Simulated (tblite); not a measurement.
C3H6FOSi (doublet state).
SMILES with atom numbers: `[CH3:1][O:2][C@@H:3]1[SiH:4][C@H:5]1[F:6]` (hydrogens: H7, H8, H9 on C1; H10 on C3; H11 on Si4; H12 on C5)

Computed geometry: GFN2-xTB, gas phase. This method treats the open shell by occupation alone, without spin polarisation.

Entries marked ? are missing. Bonds in one row agree within 0.01 Å.

```tsv
coordinate	value
C1–O2	?
O2–C3	?
C3–Si4	?
Si4–C5	1.909 Å
C5–F6	?
C3–C5	1.530 Å
C1–H7, C1–H8	1.092 Å
C1–H9	1.098 Å
C3–H10	1.090 Å
Si4–H11	1.462 Å
C5–H12	1.088 Å
C1–O2–C3	?
O2–C3–Si4	117.0°
O2–C3–C5	?
Si4–C3–C5	?
C3–Si4–C5	47.1°
Si4–C5–F6	122.4°
C3–C5–Si4	66.9°
C3–C5–F6	113.2°
```

Fill in the missing values.

- C1–O2 = 1.405 Å, drawn single (ends: carbon bonded to O and 3 H; oxygen bonded to 2 C); 0.02 Å below the sum of covalent radii, 1.42 Å.
- O2–C3 = 1.389 Å, drawn single (ends: oxygen bonded to 2 C; carbon bonded to C, O, Si and H); 0.03 Å below the sum of covalent radii, 1.42 Å.
- C3–Si4 = 1.923 Å, drawn single (ends: carbon bonded to C, O, Si and H; silicon bonded to 2 C and H); 0.05 Å above the sum of covalent radii, 1.87 Å.
- C5–F6 = 1.376 Å, drawn single (ends: carbon bonded to C, F, Si and H; fluorine bonded to C); 0.05 Å above the sum of covalent radii, 1.33 Å.
- C1–O2–C3 = 113.5°, at the oxygen bonded to 2 C; the outer atoms are 2.337 Å apart.
- O2–C3–C5 = 114.1°, at the carbon bonded to C, O, Si and H; the outer atoms are 2.451 Å apart.
- Si4–C3–C5 = 66.0°, at the carbon bonded to C, O, Si and H, inside a 3-membered ring; the outer atoms are 1.909 Å apart.

Radii are Cordero's, carbon taken as 0.76, 0.73 or 0.69 Å for four, three, and two or fewer neighbours.

Its GFN2-xTB frequencies are all real (lowest 76 cm⁻¹). Torsions: C1–O2–C3–Si4 -96°. 2 starts were optimised and ended at 0.00 and 0.38 kcal/mol (GFN2-xTB); the lowest of these is shown.

On one thread, Arm Neoverse V2 (aarch64), no GPU, shared host with 96 logical CPUs at a one-minute load of 66, this took 0.33 s wall. That covers the optimisation of the geometry.

One conformer stands for the species.
